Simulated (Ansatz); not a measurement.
Ansatz (a first-principles code) input (PBE0/6-311+G**): The .json file is the Basis Set Exchange's 6-311+G**.

Ansatz 0.2 input:
```yaml
crystal:
  periodic: [false, false, false]
  atoms:
    - {symbol: C, position_ang: [-2.23299100, -0.22622800, 0.03777100]}
    - {symbol: C, position_ang: [-1.03161000, -0.61937300, -0.40643700]}
    - {symbol: C, position_ang: [0.09257600, 0.23173100, -0.81754500]}
    - {symbol: Si, position_ang: [1.47924300, 0.37358900, 0.65305300]}
    - {symbol: H, position_ang: [-2.50120700, 0.82464400, 0.08241300]}
    - {symbol: H, position_ang: [-2.96858300, -0.93643300, 0.39812100]}
    - {symbol: H, position_ang: [-0.81527300, -1.68708400, -0.39226900]}
    - {symbol: H, position_ang: [0.60188100, -0.19532900, -1.68422600]}
    - {symbol: H, position_ang: [-0.24462000, 1.24265800, -1.06391000]}
    - {symbol: H, position_ang: [2.70467800, 0.34761800, -0.29340700]}
    - {symbol: H, position_ang: [1.54587500, -1.14310100, 0.92779200]}
basis:
  gaussian:
    orbitals: 6-311+G__.json
hamiltonian:
  xc: {name: PBE0}
total_charge: -1
output: {forces: true}
```

Output:

```
Functional definition: PBE0
integrals: 0.07 GiB planned
1101 factors; their error is unknown
mean field: 0.55 GiB planned
mean field evaluation 1: about -11091.6506 eV, gradient 3.9e1 eV
mean field evaluation 2: about -11090.2468 eV, gradient 4.5e1 eV
mean field evaluation 4: about -11095.5922 eV, gradient 2.7e0 eV
mean field evaluation 8: about -11095.6109 eV, gradient 3.3e-2 eV
mean field evaluation 16: about -11095.6003 eV, gradient 6.5e-5 eV
mean field -11095.60034036 eV, -407.7557916403 hartree, gradient 6.5e-5 eV, S^2 0.000000; 0 other end points of the search recorded, 0 dependent functions left out
the calculation of the forces begins
reference -11095.60039235 eV, -407.7557935509 hartree; 20, 20 occupied and 119, 119 virtual orbitals, 1101 factors
Total energy: -11095.60039235 eV, -407.7557935509 hartree
Atom 0 at    -2.232991    -0.226228     0.037771 Å, force    -0.056898     0.023759    -0.009585 eV/Å
Atom 1 at    -1.031610    -0.619373    -0.406437 Å, force     0.103760     0.037427    -0.006819 eV/Å
Atom 2 at     0.092576     0.231731    -0.817545 Å, force     0.031606     0.022388     0.137983 eV/Å
Atom 3 at     1.479243     0.373589     0.653053 Å, force    -0.104099     0.026651    -0.078968 eV/Å
Atom 4 at    -2.501207     0.824644     0.082413 Å, force    -0.010813     0.089875     0.004583 eV/Å
Atom 5 at    -2.968583    -0.936433     0.398121 Å, force    -0.051431    -0.069446     0.023139 eV/Å
Atom 6 at    -0.815273    -1.687084    -0.392269 Å, force     0.012598    -0.101549     0.001445 eV/Å
Atom 7 at     0.601881    -0.195329    -1.684226 Å, force     0.038696    -0.038124    -0.066538 eV/Å
Atom 8 at    -0.244620     1.242658    -1.063910 Å, force    -0.020317     0.059305    -0.010213 eV/Å
Atom 9 at     2.704678     0.347618    -0.293407 Å, force     0.055515     0.018246    -0.031259 eV/Å
Atom 10 at     1.545875    -1.143101     0.927792 Å, force     0.001381    -0.068532     0.036233 eV/Å
Dipole moment:    -0.919150    -0.290080    -0.620367 e Å
```

The dipole moment of an ion depends on the origin.

The geometry given is a B3LYP-D3(BJ)/def2-TZVP minimum.
